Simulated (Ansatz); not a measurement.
System: C$_{4}$H$_{8}$Se (charge 0, singlet). 
Structure (B3LYP-D3(BJ)/def2-TZVP (Ansatz, a program for electronic structure) minimum search):
```xyz
13

C     -2.1514     1.4023     0.4879
C     -1.4058     0.3067     0.6146
C     -1.9699    -1.0760     0.4727
C      0.0529     0.4074     0.9215
Se     1.2420    -0.1556    -0.5815
H     -3.2114     1.3440     0.2752
H     -1.7257     2.3928     0.5899
H     -1.5044    -1.5970    -0.3676
H     -1.7706    -1.6712     1.3691
H     -3.0459    -1.0525     0.3072
H      0.3500     1.4339     1.1222
H      0.3376    -0.2087     1.7728
H      1.1874    -1.5943    -0.2785
```

Total electronic energies in hartree. Correlated levels leave the core frozen unless marked. Spin-orbit coupling is left out. Frozen are the shells of the preceding noble gas and the d and f shells that filled before the atom's block. No relativistic terms. CBS marks a two-point X^-3 extrapolation of the correlation energy; Hartree-Fock from the larger set.

```csv
level,program,energy (Eh)
RI-HF/aug-cc-pVQZ,Ansatz,-2556.06196
revPBE-D4/def2-TZVPD,Ansatz + dftd4,-2558.61579
B3LYP-D3(BJ)/def2-TZVPD,Ansatz + dftd3,-2558.89291
BHLYP-D4/def2-TZVPD,Ansatz + dftd4,-2558.72451
r2SCAN0/def2-TZVPD,Ansatz,-2558.69487
LC-wPBE-D4/def2-TZVPD,Ansatz + dftd4,-2558.40617
wB97M-V/def2-TZVPD,Ansatz,-2558.60357
wB97X-V/def2-TZVPD,Ansatz,-2558.56209
B2GP-PLYP/def2-TZVPD,Ansatz,-2558.07670
SCS-MP2/STO-3G,Ansatz,-2528.06100
SCS-MP2/aug-cc-pVDZ,Ansatz,-2556.64120
SCS-MP2/cc-pVTZ,Ansatz,-2556.88647
CCSD/aug-cc-pVTZ,Ansatz,-2556.95149
CCSD(T)/cc-pVDZ,Ansatz,-2556.69085
"CCSD(T)/CBS(cc-pVTZ,cc-pVQZ)",Ansatz,-2557.0756
```

Totals of different functionals don't rank their quality; only differences between species are comparable.
